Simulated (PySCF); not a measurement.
**Structure from 2D NMR**

Compound of formula C7H13B. Correlations simulated from computed shifts and the bond graph:

HSQC (one-bond C–H):
```tsv
δH	δC
3.05	45.1
2.58	33.1
2.36	37.1
2.01	33.0
1.67	33.1
1.65	45.3
1.51	25.8
1.41	36.6
1.33	36.6
1.19	33.0
0.86	25.8
```

COSY cross peaks (H two or three bonds apart, from the bond graph; peaks can be absent where the dihedral angle is near 90°):
```tsv
δH	δH
7.63	1.65
3.05	2.36
3.05	2.01
3.05	1.65
3.05	1.19
2.58	2.36
2.58	1.67
2.58	1.65
2.36	1.67
2.36	1.41
2.36	1.33
2.01	1.51
2.01	1.19
2.01	0.86
1.67	1.65
1.51	1.41
1.51	1.33
1.51	1.19
1.51	0.86
1.41	1.33
1.41	0.86
1.33	0.86
1.19	0.86
```

HMBC (two and three bonds, from the bond graph):
```tsv
δH	δC
7.63	45.3, 45.1, 33.1
3.05	45.3, 37.1, 36.6, 33.1, 33.0, 25.8
2.58	45.3, 45.1, 37.1, 36.6
2.36	45.3, 45.1, 36.6, 33.1, 33.0, 25.8
2.01	45.3, 45.1, 37.1, 36.6, 25.8
1.67	45.3, 45.1, 37.1, 36.6
1.65	45.1, 37.1, 33.1, 33.0
1.51	45.1, 37.1, 36.6, 33.0
1.41	45.1, 37.1, 33.1, 33.0, 25.8
1.33	45.1, 37.1, 33.1, 33.0, 25.8
1.19	45.3, 45.1, 37.1, 36.6, 25.8
0.86	45.1, 37.1, 36.6, 33.0
```

Non-relativistic Hamiltonian, no solvent, equivalent nuclei averaged, one conformer. PBE0-D3(BJ)/def2-SVP geometry; shielding tensors at CAM-B3LYP/pcSseg-1 (GIAO); PySCF 2.14.

Chemical shifts δ = σref − σ; TMS for 1H, 13C, all at this level.

Exchangeable hydrogens are left out of these lists.

Which molecule is this?

Answers

SMILES B[C@@H]1C[C@@H]2CCC[C@@H]21.

Atoms are numbered as in `[BH2:1][C@@H:2]1[CH2:3][C@@H:4]2[CH2:5][CH2:6][CH2:7][C@H:8]12`. Each H is labelled by its parent atom. Ha(C3) is cis to B1 on the ring; Ha(C5), Ha(C6), Ha(C7) are cis to C2 on the ring; Hb(C3) is trans to B1 on the ring; Hb(C5), Hb(C6), Hb(C7) are trans to C2 on the ring.

δC 45.3 is C2, an sp3 CH bonded to B (δH 1.65). δC 45.1 is C8, an sp3 CH in a ring (δH 3.05). δC 37.1 is C4, an sp3 CH in a ring (δH 2.36). δC 36.6 is C5, an sp3 CH2 in a ring (δH 1.33, 1.41). δC 33.1 is C3, an sp3 CH2 in a ring (δH 2.58, 1.67). δC 33.0 is C7, an sp3 CH2 in a ring (δH 2.01, 1.19). δC 25.8 is C6, an sp3 CH2 in a ring (δH 1.51, 0.86). COSY links 7.63–1.65, 3.05–2.36, 3.05–2.01, 3.05–1.65, 3.05–1.19, 2.58–2.36.

The data come from this structure; uniqueness wasn't tested.

Hydrogens on boron are broadened and split by 11B (spin 3/2, 80 %) and 10B (spin 3). A carbon bonded to boron is broadened by the quadrupolar boron nucleus and is often missing from a measured spectrum. Shifts are as computed, not scaled to solution data. Of 1309 compounds with measured shifts, 239 miss one by over three times the rms of a fit or turn the order of signals round; such compounds aren't used in these exercises.
